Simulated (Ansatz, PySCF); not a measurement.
Reaction (SMILES): [BH2] (BH2) -> [BH] (BH) + H atom (the B-H bond at the site shown breaks; other sites are not compared here)
Geometries: B3LYP-D3(BJ)/def2-TZVP minima from Ansatz (an electronic-structure program). Unstable Hartree-Fock reference: [BH] (BH).

Property: bond dissociation energy (electronic energy difference), in eV. Valence correlation only, unless marked. Open shells are spin-unrestricted. No spin-orbit coupling. Non-relativistic. FCI takes restricted orbitals. Basis-set limits of correlation are two-point, X^-3; Hartree-Fock from the larger set (for Q and 5 zeta extrapolated as (X+1)exp(-9√X)).

```csv
level,program,bond dissociation energy (eV)
M06-L/def2-TZVPD,PySCF,___
r2SCAN-D4/def2-TZVPD,Ansatz + dftd4,4.18
B3LYP-D3(BJ)/def2-TZVPD,Ansatz + dftd3,3.94
PBE0-D3(BJ)/def2-TZVP,Ansatz + dftd3,___
HSE06-D4/def2-TZVPD,Ansatz + dftd4,___
FCI/6-31G,Ansatz,3.34
"CCSD(T)/CBS(cc-pVQZ,cc-pV5Z)",Ansatz,3.66
```

Problem. Some entries are withheld; supply them.

Solution. 
- M06-L/def2-TZVPD, bond dissociation energy (eV): 4.02
- PBE0-D3(BJ)/def2-TZVP, bond dissociation energy (eV): 3.98
- HSE06-D4/def2-TZVPD, bond dissociation energy (eV): 3.97
